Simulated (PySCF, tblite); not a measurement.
C2H11NOSi2.
Geometry (GFN2-xTB, Å), atoms numbered from 1 in this order:
```xyz
17
C2H11NOSi2 angstrom
C     -2.7018   -0.7040    0.3628
C     -1.9123    0.3805   -0.3681
N     -0.4984    0.1055   -0.4411
Si     0.6012    0.4893    0.8166
O      2.0536   -0.0344    0.3235
Si     3.4094   -0.0313   -0.5497
H     -3.7581   -0.4489    0.3936
H     -2.3338   -0.8068    1.3804
H     -2.5895   -1.6602   -0.1444
H     -2.3056    0.4943   -1.3852
H     -2.0349    1.3317    0.1534
H     -0.3055   -0.7220   -0.9877
H      0.4385   -0.1946    2.1053
H      0.5998    1.9451    0.9533
H      3.0957    0.2700   -1.9471
H      4.2959    0.9830    0.0182
H      3.9387   -1.3850   -0.3949
```

The calculation used CAM-B3LYP/def2-SVPD in PySCF (dipole) on a GFN2-xTB geometry, gas phase.

Masses are those of the commonest isotopes; rigid-rotor values at the optimised geometry. The values belong to one conformer with, in the numbering `[CH3:1][CH2:2][NH:3][SiH2:4][O:5][SiH3:6]`, C1–C2–N3–Si4 -84°, C2–N3–Si4–O5 178°, N3–Si4–O5–Si6 73°.

Problem. What are A, B and C (MHz)?

Solution. Ia = 72.08, Ib = 590.47, Ic = 614.82 u·Å²; 505379 MHz·u·Å²/I gives A = 7012, B = 855.9, C = 822.0 MHz.

Problem. What kind of rotor is it?

Solution. A near-prolate asymmetric top; Ray's κ = -0.989.

Problem. What does the inertial defect say?

Solution. Not planar: Δ = Ic − Ia − Ib = -47.73 u·Å². For a rigid frame Δ = −2 Σ m c², so Σ m c² = 23.87 u·Å² lies off the ab plane: 12.23 from hydrogen and 11.63 from heavier atoms. The atom farthest from that plane is 1.48 Å away.

Problem. List the rotational levels J(Ka,Kc) to J = 3 (MHz).

Solution. Above 0(0,0):
J = 1: 1(0,1) 1678, 1(1,1) 7834, 1(1,0) 7867
J = 2: 2(0,2) 5034, 2(1,2) 11155, 2(1,1) 11257, 2(2,1) 29724, 2(2,0) 29724
J = 3: 3(0,3) 10067, 3(1,3) 16138, 3(1,2) 16342, 3(2,2) 34758, 3(2,1) 34758, 3(3,1) 65621, 3(3,0) 65621

Problem. Which types of transition are allowed, and where do some lines up to J = 3 fall?

Solution. The dipole components are |μa| = 1.02 D, |μb| = 0.69 D, |μc| = 0.14 D. Intensities carry the squares of the components, which stand as 1.00 : 0.46 : 0.02 (a : b : c). Some lines, for components of 0.1 D or more:

```json
{"type": "a", "branch": "R", "J(Ka,Kc)": "3(1,3) ← 2(1,2)", "MHz": "4983", "lower level (cm⁻¹)": "0.372"}
{"type": "b", "branch": "Q", "J(Ka,Kc)": "2(1,1) ← 2(0,2)", "MHz": "6224", "lower level (cm⁻¹)": "0.168"}
{"type": "b", "branch": "Q", "J(Ka,Kc)": "3(1,2) ← 3(0,3)", "MHz": "6275", "lower level (cm⁻¹)": "0.336"}
{"type": "c", "branch": "R", "J(Ka,Kc)": "1(1,0) ← 0(0,0)", "MHz": "7867", "lower level (cm⁻¹)": "0.000"}
{"type": "b", "branch": "R", "J(Ka,Kc)": "3(1,3) ← 2(0,2)", "MHz": "11105", "lower level (cm⁻¹)": "0.168"}
{"type": "c", "branch": "R", "J(Ka,Kc)": "3(1,2) ← 2(0,2)", "MHz": "11308", "lower level (cm⁻¹)": "0.168"}
{"type": "b", "branch": "Q", "J(Ka,Kc)": "3(2,1) ← 3(1,2)", "MHz": "18417", "lower level (cm⁻¹)": "0.545"}
{"type": "b", "branch": "Q", "J(Ka,Kc)": "2(2,0) ← 2(1,1)", "MHz": "18467", "lower level (cm⁻¹)": "0.375"}
{"type": "b", "branch": "Q", "J(Ka,Kc)": "3(2,2) ← 3(1,3)", "MHz": "18620", "lower level (cm⁻¹)": "0.538"}
{"type": "c", "branch": "R", "J(Ka,Kc)": "2(2,1) ← 1(1,1)", "MHz": "21891", "lower level (cm⁻¹)": "0.261"}
{"type": "c", "branch": "R", "J(Ka,Kc)": "3(2,1) ← 2(1,1)", "MHz": "23501", "lower level (cm⁻¹)": "0.375"}
{"type": "c", "branch": "Q", "J(Ka,Kc)": "3(3,1) ← 3(2,1)", "MHz": "30863", "lower level (cm⁻¹)": "1.159"}
{"type": "b", "branch": "Q", "J(Ka,Kc)": "3(3,1) ← 3(2,2)", "MHz": "30863", "lower level (cm⁻¹)": "1.159"}
```

Its GFN2-xTB frequencies are all real (lowest 23 cm⁻¹). No vibrational averaging or centrifugal distortion is included, and the geometry carries the error of its method. A rigid rotor knows nothing of inversion at nitrogen or internal rotation, which can split or shift real lines. Quadrupole hyperfine structure (14N) is left out.
